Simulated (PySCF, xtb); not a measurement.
SnH3Br, SMILES [Br][SnH3].

Harmonic wavenumbers (cm⁻¹) from GFN2-xTB (xtb) at its own minimum, in rising order: 241, 417, 417, 619, 667, 667, 1494, 1740, 1741.

Q: What does PySCF 2.14.0 with B3LYP-D3(BJ)/def2-TZVP give at its own minimum? (Estimate from the structure and the level; the computed values follow.)

A: 248, 467, 467, 688, 702, 702, 1941, 1952, 1952. Paired by order, the mean absolute difference is 124 cm⁻¹ and the zero-point energies are 11.4 and 13.0 kcal/mol.
